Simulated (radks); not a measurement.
Problem. Neutral dysprosium: order these configurations by energy. Method: scalar-relativistic Kohn-Sham, BLYP, spin-polarised, spherical densities, finite nucleus; Fermi nuclear charge, rms radius of each element as measured or else 0.836 A^(1/3) + 0.57 fm; computed with a radial shooting solver on a logarithmic mesh with Libxc functionals. Open shells are filled with parallel spins first. [Xe] 4f10 5d1 6s1; [Xe] 4f10 6s1 6p1; [Xe] 4f10 6s2; [Xe] 4f9 5d1 6s2; [Xe] 4f9 6s2 6p1.

Solution. From the lowest, in eV above it: [Xe] 4f10 6s2 0.000; [Xe] 4f9 5d1 6s2 2.019; [Xe] 4f10 5d1 6s1 2.183; [Xe] 4f10 6s1 6p1 2.319; [Xe] 4f9 6s2 6p1 3.803.
